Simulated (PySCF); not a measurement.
## Telling isomers of C6H10O2 apart by NMR

PySCF 2.14 calculation with GFN2-xTB structure and σ from GIAO-PBE0/pcSseg-1; a single conformation, no solvent, equivalent nuclei averaged, relativity neglected.

Chemical shifts δ = σref − σ; $^{1}$H (31.72 ppm), $^{13}$C (186.93 ppm) against TMS, all at this level. Where no couplings were computed, multiplicities follow the n + 1 count of equivalent neighbours, and m marks all less simple cases (inequivalent or close neighbours, rings, F or P nearby). Shifts are as computed. Against solution values, carbons near 30 ppm lie about +3 ppm off and those near 130 ppm about +5 ppm. Of 1211 compounds with measured shifts, 218 miss one by over three times the rms of a fit or turn the order of signals round; such compounds aren't used in these exercises.

(1) Tabulate the signals of `CC(C)COC=C=O`, `CCC1=COCCO1` and their relative energies.

(2) What is the quickest way to tell CC(C)COC=C=O from CCC1=COCCO1?

## Answers

(1) 
```json
{"SMILES": "CC(C)COC=C=O", "carbon types": "1×C 2×CH 1×CH2 2×CH3", "δC": "259.1, 86.2, 80.1, 33.9, 21.1", "δH": "6.95 (s, 1H), 2.88 (d, 2H), 1.96 (m, 1H), 0.99 (d, 6H)", "E rel. (kcal/mol)": "18.3"}
{"SMILES": "CCC1=COCCO1", "carbon types": "1×C 1×CH 3×CH2 1×CH3", "δC": "147.8, 128.8, 67.3, 66.6, 29.8, 17.5", "δH": "6.09 (s, 1H), 4.07 (m, 2H), 3.92 (m, 2H), 1.97 (q, 2H), 1.19 (t, 3H)", "E rel. (kcal/mol)": "0.0"}
```

Energies are electronic energies at PBE0/pcSseg-1 on these geometries, without zero-point or thermal terms, each for the one conformer computed, which needn't be the lowest.

(2) Count the carbon signals: 5 against 6. The first has a central carbon of a ketene (C) at 259.1 ppm, the second an alkene carbon bearing oxygen (C) at 147.8 ppm. In the proton spectra the most deshielded non-exchanging signals are 6.95 (s, 1H) and 6.09 (s, 1H).
